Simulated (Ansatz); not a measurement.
Input for Ansatz (an electronic-structure program): R-MP2/cc-pVTZ on C3H6O2 (SMILES COC(C)=O), a point of a torsion scan.

Ansatz 0.2 input:
```yaml
crystal:
  periodic: [false, false, false]
  atoms:
    - {symbol: C, position_ang: [0.46116838, 0.70756202, 1.69805116]}
    - {symbol: O, position_ang: [0.56057657, -0.12831591, 0.56200316]}
    - {symbol: C, position_ang: [-0.43747260, -0.15242453, -0.35335874]}
    - {symbol: C, position_ang: [-1.84729896, -0.05439945, 0.18031650]}
    - {symbol: O, position_ang: [-0.17100310, -0.21921975, -1.51880759]}
    - {symbol: H, position_ang: [-0.30413196, 0.36194761, 2.39963952]}
    - {symbol: H, position_ang: [1.43535633, 0.65992624, 2.18124893]}
    - {symbol: H, position_ang: [0.25144751, 1.73923015, 1.40650745]}
    - {symbol: H, position_ang: [-2.53984761, -0.30675366, -0.61693758]}
    - {symbol: H, position_ang: [-2.05025088, 0.96224364, 0.51293866]}
    - {symbol: H, position_ang: [-1.98488895, -0.73250367, 1.01963412]}
basis:
  gaussian:
    orbitals: cc-pVTZ
magnetization: {spin_polarized: false}
correlation: {method: mp2, electrons: outside_noble_gas}
scf: {lower_state_search: off}
```

The head of its log:

```
WARN ansatz: RAYON_NUM_THREADS=1 ignored (pool sized by the plan → 1); use --threads N
Functional definition: HF
these checks for a lower state are left out or cut short: stability, starts, cluster_reference, orbital_swaps, neighbouring_geometries, increment
integrals: 0.51 GiB planned
1356 factors; integrals over basis functions are off by at most 9.6e-4 eV
mean field: 0.72 GiB planned
mean field evaluation 1: about -7258.8913 eV, gradient 4.4e1 eV
mean field evaluation 2: about -7259.1691 eV, gradient 4.4e1 eV
mean field evaluation 4: about -7263.1931 eV, gradient 5.2e0 eV
mean field evaluation 8: about -7263.2853 eV, gradient 5.8e-1 eV
mean field evaluation 16: about -7263.2875 eV, gradient 2.1e-6 eV
mean field -7263.28746013 eV, -266.9208909267 hartree, gradient 2.1e-6 eV, S^2 0.000000; 0 other end points of the search recorded, 0 dependent functions left out
5 core orbitals not correlated
reference -7263.28746013 eV, -266.9208909267 hartree; 15, 15 occupied and 214, 214 virtual orbitals, 1356 factors
```

**Question.** Predict the final total energy.

**Answer.** -267.8919 hartree.
